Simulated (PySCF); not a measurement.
Molecule: C4H2F2S, SMILES Fc1ccc(F)s1, singlet. Atoms near the plane z = 0.0 Å, at the PBE/def2-SVP optimised geometry (x, y, z in Å): F1 (2.4, 0.3, 0.0), C2 (1.1, 0.3, 0.0), C3 (0.2, -0.8, 0.0), C4 (-1.1, -0.4, 0.0), C5 (-1.3, 1.0, 0.0), F6 (-2.4, 1.7, 0.0), S7 (0.2, 1.8, 0.0), H8 (0.6, -1.8, 0.0), H9 (-2.0, -1.1, 0.0).

Method: PySCF 2.14.0 with PBE/def2-TZVP. Cells within 0.4 Å of a nucleus heavier than hydrogen are left out (blank, or x). The values are rescaled to run from 0 to 1.

```
|00000000000000000000000000000|
|00000000000000000000000000000|
|00000000000001222100000000000|
|00000000000013566531000000000|
|00000011000036788752000000000|
|00000234200047899874100000000|
|00002467510157889874100000000|
|00014788720254012873000000000|
|000268xx841571xx1552000000000|
|001478xx754783xx0541002210000|
|001478x784x587116851146531000|
|001367765xxx65478862478752000|
|0001332133x341156x157xx862000|
|00000000489841132xx67xx863000|
|00000001464454367xx57xx862000|
|0000013564xx68459853588752000|
|0000279998xx89xx3741156631000|
|00016999997587xx2520013310000|
|00017999997455689840000000000|
|00006999995114899983000000000|
|00002899972004999997100000000|
|00000378730004999998200000000|
|00000001100003899997100000000|
|00000000000001699983000000000|
|00000000000000145410000000000|
|00000000000000000000000000000|
|00000000000000000000000000000|
|00000000000000000000000000000|
|00000000000000000000000000000|
```
Scale: ten equal steps from 0.000 (start of '0') to 1.00 (end of '9'), in the order '0123456789'; x runs from -4.50 to 4.50, y from -4.50 (bottom) to 4.50 (top).

Which quantity is mapped?
(A) electron localisation function
(B) log10 of the electron density
(C) an orbital amplitude
(D) Laplacian of the electron density

A, electron localisation function
